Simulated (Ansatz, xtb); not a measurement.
## Relative energy of two isomers of C5H8Cl2

We compare a, `Cl[C@@H]1CC[C@@H](Cl)C1`, a singlet, with b, `ClC1(Cl)CCCC1`, a singlet. Both are isolated molecules in the gas phase, relaxed with B3LYP-D3(BJ)/def2-SVP; the shapes shown needn't be the lowest conformers.

a (Å):

```xyz
15

C     1.3194    0.3457   -1.0752
C    -0.0956    0.5822   -1.6088
C    -0.7709    1.3452   -0.4663
C    -0.2890    0.5970    0.7791
C     1.1499    0.1412    0.4471
Cl    2.3562    1.8177   -1.4072
Cl   -1.3626   -0.8555    1.0784
H     1.8439   -0.4805   -1.5682
H    -0.5867   -0.3972   -1.7354
H    -0.1037    1.1035   -2.5750
H    -0.3743    2.3736   -0.4283
H    -1.8656    1.3961   -0.5341
H    -0.3556    1.1864    1.7004
H     1.2959   -0.9120    0.7220
H     1.8893    0.7336    1.0026
```

b (Å):

```xyz
15

C    -0.1217    1.7228   -2.6709
C     0.4166    1.7470   -1.2419
C    -0.0251    0.3892   -0.6600
C    -1.2688   -0.0473   -1.4943
C    -1.4967    1.0735   -2.5284
Cl   -0.1937    3.3559   -3.4186
Cl    0.9428    0.6551   -3.6950
H     1.4991    1.9279   -1.2100
H    -0.0832    2.5808   -0.7242
H     0.7816   -0.3495   -0.7665
H    -0.2487    0.4734    0.4133
H    -1.0681   -0.9997   -2.0048
H    -2.1615   -0.1956   -0.8698
H    -2.1768    1.8444   -2.1331
H    -1.8952    0.7319   -3.4929
```

Task: Which of the two would you expect CCSD(T)/def2-SVP + ΔMP2/def2-TZVPP electronic energies to favour?

Result: CCSD(T)/def2-SVP + ΔMP2/def2-TZVPP gives E(b) − E(a) = +0.091 eV, favouring structure a, but this leans on the basis-set step: CCSD(T) alone gives +0.040 eV.

Level by level:

| level | geometry | E(b) − E(a) (eV) | departure from the last row (eV) | job, with rough time for the two |
| --- | --- | --- | --- | --- |
| GFN2-xTB | GFN2-xTB | −0.004 | −0.095 | optimisation, 0.39 s |
| HF/STO-3G | GFN2-xTB | +0.168 | +0.077 | single point, 0.7 s |
| r2SCAN-D4/def2-SVP | GFN2-xTB | +0.073 | −0.018 | single point, 7.8 s |
| B3LYP-D3(BJ)/def2-SVP | B3LYP-D3(BJ)/def2-SVP | +0.084 | −0.007 | optimisation, 47 s |
| HF/def2-SVP | B3LYP-D3(BJ)/def2-SVP | +0.181 | +0.090 | part of the CCSD(T) run |
| MP2/def2-SVP | B3LYP-D3(BJ)/def2-SVP | +0.002 | −0.089 | part of the CCSD(T) run |
| CCSD(T)/def2-SVP | B3LYP-D3(BJ)/def2-SVP | +0.040 | −0.051 | single point |
| CCSD(T)/def2-SVP + ΔMP2/def2-TZVPP | B3LYP-D3(BJ)/def2-SVP | +0.091 |  | single point, 2.4 min |

As drawn, both hold the same kinds of bond in the same numbers.

GFN2-xTB, MP2/def2-SVP find them nearly level. The largest departure from CCSD(T)/def2-SVP + ΔMP2/def2-TZVPP is that of GFN2-xTB, 0.095 eV. The last row adds to CCSD(T) the change of the MP2 difference between the two basis sets, here +0.051 eV.

With thermal terms from frequencies at re-optimised GFN2-xTB minima (ideal gas, soft modes damped towards free rotors, one conformer each, 298.15 K, 1 atm): on the last row, ΔE + ΔZPE = +0.087, ΔH = +0.098, ΔG = +0.060 eV.

The correlated steps freeze 15 core orbitals. Mirror images aren't counted in ΔG. Codes used: Ansatz 0.2.0, xtb 6.7.1; the last row on 2 threads of Arm Neoverse V1 on a shared host.
